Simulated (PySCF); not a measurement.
Coordinates in bohr (charge 0 multiplicity 1):
```
Br    0.0000    0.0000   -0.5244
F     0.0000    0.0000    2.7301
F     3.4091    0.0000   -0.2744
F    -3.4091    0.0000   -0.2744
```

These are results of PySCF, PBE0, basis Br def2-TZVP, F def2-TZVP (no relativity, density fitting), not measurements.

This geometry of BrF3 is a stationary point at this level.

**Question.** What is the point group?

**Answer.** C2v.

**Question.** Is it a minimum?

**Answer.** Yes: all harmonic wavenumbers are real.

**Question.** Which band is strongest in the infrared?

**Answer.** 627 cm⁻¹ (b2), 330 km/mol.

**Question.** What are the dipole moment and the gap between the highest occupied and lowest empty levels?

**Answer.** 1.33 D and 5.53 eV.
